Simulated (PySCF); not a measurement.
**Excited states of P³⁺ (phosphorus, charge +3)**

Ground state [Ne] 3s2, ¹S. Computed with PySCF 2.14 in x2c-TZVPall with one added diffuse shell each of s, p type (6s6p2d1f, 41 functions), with scalar relativity by spin-free X2C-1e. Vertical excitation energies in eV without spin-orbit coupling; excited terms of each kind are numbered among those the solver found. Frozen: [He] 2s2.

```
 term  leading excitation  EOM-EE-CCSD
1 3P°              3s → p        8.460
1 1P°              3s → p       13.237
 1 3D              3s → d       23.711
 1 1D              3s → d       27.838
 1 3S              3s → s       28.104
 1 1S              3s → s       28.986
2 3P°              3s → p       31.812
2 1P°              3s → p       31.940
 2 3S              3s → s       38.691
 2 1S              3s → s       39.134
 2 3D              3s → d       47.353
```

Only the lower part of the computed list is shown. Doubly excited terms such as np² are absent. The solver can miss terms.
